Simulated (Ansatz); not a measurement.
`Oc1cc2c3ccccc3c3c4ccccc4c4ccccc4c3c2c2ccccc12`: single points at one geometry.

```yaml
crystal:
  periodic: [false, false, false]
  atoms:
    - {symbol: O, position_ang: [4.743644, -2.160099, 1.637208]}
    - {symbol: C, position_ang: [3.556486, -1.662371, 1.198245]}
    - {symbol: C, position_ang: [2.332979, -2.140424, 1.625597]}
    - {symbol: C, position_ang: [1.103177, -1.551837, 1.200102]}
    - {symbol: C, position_ang: [-0.179298, -2.082425, 1.644359]}
    - {symbol: C, position_ang: [-0.270208, -3.094294, 2.634837]}
    - {symbol: C, position_ang: [-1.494834, -3.600243, 3.058821]}
    - {symbol: C, position_ang: [-2.686916, -3.075230, 2.518743]}
    - {symbol: C, position_ang: [-2.629790, -2.087923, 1.540367]}
    - {symbol: C, position_ang: [-1.389786, -1.585022, 1.051571]}
    - {symbol: C, position_ang: [-1.327646, -0.467890, 0.121706]}
    - {symbol: C, position_ang: [-2.450651, -0.027357, -0.703375]}
    - {symbol: C, position_ang: [-3.456209, -0.931791, -1.144773]}
    - {symbol: C, position_ang: [-4.474501, -0.528732, -2.006117]}
    - {symbol: C, position_ang: [-4.522702, 0.801930, -2.467383]}
    - {symbol: C, position_ang: [-3.524125, 1.695892, -2.087472]}
    - {symbol: C, position_ang: [-2.473373, 1.308797, -1.220388]}
    - {symbol: C, position_ang: [-1.405119, 2.225188, -0.837725]}
    - {symbol: C, position_ang: [-1.515647, 3.628732, -1.004863]}
    - {symbol: C, position_ang: [-0.499641, 4.490575, -0.600378]}
    - {symbol: C, position_ang: [0.656642, 3.965868, 0.014469]}
    - {symbol: C, position_ang: [0.792289, 2.591503, 0.181831]}
    - {symbol: C, position_ang: [-0.211933, 1.686686, -0.261329]}
    - {symbol: C, position_ang: [-0.117631, 0.254231, 0.026076]}
    - {symbol: C, position_ang: [1.130228, -0.422772, 0.338097]}
    - {symbol: C, position_ang: [2.396224, -0.065769, -0.288655]}
    - {symbol: C, position_ang: [2.484138, 0.768048, -1.442059]}
    - {symbol: C, position_ang: [3.706577, 1.092256, -2.016897]}
    - {symbol: C, position_ang: [4.914271, 0.595552, -1.470732]}
    - {symbol: C, position_ang: [4.867129, -0.277319, -0.392431]}
    - {symbol: C, position_ang: [3.622071, -0.643938, 0.186123]}
    - {symbol: H, position_ang: [4.562500, -2.854468, 2.297474]}
    - {symbol: H, position_ang: [2.321488, -2.995435, 2.317510]}
    - {symbol: H, position_ang: [0.646452, -3.480706, 3.100191]}
    - {symbol: H, position_ang: [-1.529321, -4.382453, 3.832127]}
    - {symbol: H, position_ang: [-3.664218, -3.424498, 2.885069]}
    - {symbol: H, position_ang: [-3.566880, -1.646017, 1.179742]}
    - {symbol: H, position_ang: [-3.396010, -1.987277, -0.849336]}
    - {symbol: H, position_ang: [-5.222986, -1.261187, -2.344749]}
    - {symbol: H, position_ang: [-5.321941, 1.125876, -3.151027]}
    - {symbol: H, position_ang: [-3.533932, 2.715759, -2.497229]}
    - {symbol: H, position_ang: [-2.436844, 4.050579, -1.431170]}
    - {symbol: H, position_ang: [-0.614503, 5.577217, -0.731671]}
    - {symbol: H, position_ang: [1.444926, 4.640544, 0.381310]}
    - {symbol: H, position_ang: [1.678828, 2.195486, 0.693729]}
    - {symbol: H, position_ang: [1.562968, 1.149090, -1.899575]}
    - {symbol: H, position_ang: [3.729785, 1.732179, -2.912159]}
    - {symbol: H, position_ang: [5.880471, 0.870820, -1.920066]}
    - {symbol: H, position_ang: [5.783370, -0.725331, 0.016274]}
basis:
  gaussian: {orbitals: def2-SVP, initial_orbitals: start.molden}
hamiltonian: {xc: pbe}
correlation: {method: rpa}
scf: {omitted_lower_state_checks: [starts]}
```

The file start.molden holds the orbitals of an earlier run on this structure, at another level or in another basis.

```sh
$ ansatz run in.yaml --threads 2 --pin off --events-out ev --progress --plain --max-ram 32768MiB --backend cuda --devices 0, --max-vram 18GiB
```

Output, abridged:

```
Functional definition: PBE
5443 factors; integrals over basis functions are off by at most 1.5e-3 eV
mean field evaluation 1: about -33385.4112 eV, gradient 1.6e1 eV
mean field evaluation 2: about -33386.1334 eV, gradient 5.4e-1 eV
mean field evaluation 4: about -33386.0506 eV, gradient 2.1e-3 eV
mean field -33386.05057461 eV, -1226.9147287391 hartree, gradient 4.9e-6 eV, S^2 0.000000; 0 other end points of the search recorded, 0 dependent functions left out
31 core orbitals not correlated: weight in the atoms' cores, before any rotation towards them, 1.000 or more for the frozen orbitals, at most 0.000 for the correlated occupied ones
reference -33206.17762320 eV, -1220.3045196971 hartree; 72, 72 occupied and 421, 421 virtual orbitals, 5443 factors
Total energy: -33374.89499260 eV, -1226.5047686617 hartree
Checks for a lower state left out: starts
```

It took 16 s on 2 threads of AMD EPYC 7R13 on a shared host and a share (18 GiB) of an NVIDIA H100 80GB HBM3, peak host memory 3.5 GiB.

The first input with `gaussian: {orbitals: def2-TZVP, fitting: {mean_field: def2-universal-jkfit}, initial_orbitals: start.molden}`, `hamiltonian: {xc: r2scan, dispersion: d4}`, `output: {forces: true, orbitals: {seedname: orbitals}}` and without the key `correlation` (abridged; 19 s):

```
Functional definition: r2SCAN
mean field -33444.29531636 eV, -1229.0551835186 hartree, gradient 1.5e-5 eV, S^2 0.000000
Total energy: -33445.02543671 eV, -1229.0820149466 hartree
Atom 0 force    -0.167679    -0.318288     0.287457 eV/Å
Atom 1 force    -0.697743     0.165387    -0.165946 eV/Å
Atom 2 force     0.307195    -0.007463    -0.007088 eV/Å
Atom 3 force     0.061934     0.128433    -0.115272 eV/Å
Atom 4 force    -0.109960    -0.030835     0.056643 eV/Å
Atom 5 force    -0.085473    -0.041201     0.048760 eV/Å
Atom 6 force     0.079336     0.091985    -0.064419 eV/Å
Atom 7 force     0.065924     0.094726    -0.068620 eV/Å
Atom 8 force    -0.030846    -0.063543     0.101041 eV/Å
Atom 9 force    -0.002430    -0.104917     0.084142 eV/Å
Atom 10 force     0.206652     0.107535     0.011587 eV/Å
Atom 11 force    -0.129777     0.070570    -0.107505 eV/Å
Atom 12 force    -0.065467     0.016160    -0.093853 eV/Å
Atom 13 force     0.118308     0.016445     0.055888 eV/Å
Atom 14 force     0.115599     0.027561     0.054520 eV/Å
Atom 15 force    -0.053008    -0.068400    -0.037462 eV/Å
Atom 16 force    -0.111365    -0.110754    -0.038573 eV/Å
Atom 17 force     0.124513     0.087517     0.059127 eV/Å
Atom 18 force     0.067123     0.067268     0.044058 eV/Å
Atom 19 force    -0.067032    -0.115349    -0.007593 eV/Å
Atom 20 force    -0.035797    -0.129777     0.006590 eV/Å
Atom 21 force    -0.036420     0.109143     0.016301 eV/Å
Atom 22 force    -0.048252     0.175553    -0.035122 eV/Å
Atom 23 force    -0.197499    -0.113364     0.053294 eV/Å
Atom 24 force     0.010067    -0.154390     0.096050 eV/Å
Atom 25 force     0.118630     0.029212    -0.036760 eV/Å
Atom 26 force     0.098879     0.013444    -0.070421 eV/Å
Atom 27 force    -0.102326    -0.061985     0.074613 eV/Å
Atom 28 force    -0.033692    -0.100893     0.107590 eV/Å
Atom 29 force     0.004161     0.056016    -0.111773 eV/Å
Atom 30 force     0.037742    -0.047553    -0.019008 eV/Å
Atom 31 force     0.080911     0.343590    -0.323024 eV/Å
Atom 32 force     0.011000     0.413051    -0.348818 eV/Å
Atom 33 force    -0.484249     0.188088    -0.207306 eV/Å
Atom 34 force     0.014581     0.394579    -0.388347 eV/Å
Atom 35 force     0.491041     0.176622    -0.182868 eV/Å
Atom 36 force     0.475306    -0.203516     0.193445 eV/Å
Atom 37 force    -0.014456     0.520465    -0.158080 eV/Å
Atom 38 force     0.376348     0.367511     0.167538 eV/Å
Atom 39 force     0.403107    -0.164016     0.343583 eV/Å
Atom 40 force    -0.002174    -0.519071     0.184291 eV/Å
Atom 41 force     0.463099    -0.203449     0.228007 eV/Å
Atom 42 force     0.056326    -0.546558     0.066095 eV/Å
Atom 43 force    -0.397086    -0.338961    -0.180434 eV/Å
Atom 44 force    -0.428461     0.190370    -0.257532 eV/Å
Atom 45 force     0.455377    -0.182408     0.234797 eV/Å
Atom 46 force    -0.010332    -0.321292     0.448888 eV/Å
Atom 47 force    -0.488284    -0.141844     0.226647 eV/Å
Atom 48 force    -0.443354     0.238594    -0.225127 eV/Å
Dipole moment:     0.063061    -0.178920     0.162479 e Å
Checks for a lower state left out: starts
```

As the first input, with `gaussian: {orbitals: def2-SVP, fitting: {mean_field: def2-universal-jkfit}, initial_orbitals: start.molden}`, `hamiltonian: {xc: pbe, dispersion: d4}`, `output: {orbitals: {seedname: orbitals}}` and without the key `correlation` (abridged; 11 s):

```
Functional definition: PBE
mean field -33386.06091172 eV, -1226.9151086210 hartree, gradient 1.3e-5 eV, S^2 0.000000
Total energy: -33388.44534338 eV, -1227.0027348680 hartree
Checks for a lower state left out: starts
```

As the first input, with `gaussian: {orbitals: def2-TZVP, fitting: {mean_field: def2-universal-jkfit}, initial_orbitals: start.molden}`, `hamiltonian: {xc: pbe, dispersion: d4}`, `output: {orbitals: {seedname: orbitals}}` and without the key `correlation` (abridged; 14 s):

```
Functional definition: PBE
mean field -33420.78542967 eV, -1228.1912111186 hartree, gradient 1.9e-5 eV, S^2 0.000000
Total energy: -33423.16988407 eV, -1228.2788382015 hartree
Checks for a lower state left out: starts
```

The first input with `gaussian: {orbitals: def2-TZVP, fitting: {mean_field: def2-universal-jkfit}, initial_orbitals: start.molden}`, `hamiltonian: {xc: lda}`, `output: {orbitals: {seedname: orbitals}}` and without the key `correlation` (abridged; 16 s):

```
Functional definition: SPW92
mean field -33162.73558088 eV, -1218.7080540877 hartree, gradient 2.0e-5 eV, S^2 0.000000
Total energy: -33162.73566416 eV, -1218.7080571482 hartree
Checks for a lower state left out: starts
```

Geometry: PBE-D4/def2-SVP.

Correlated methods freeze 31 core orbitals. Single mean-field runs in def2-SVP, def2-TZVP are fitted with def2-universal-jkfit.
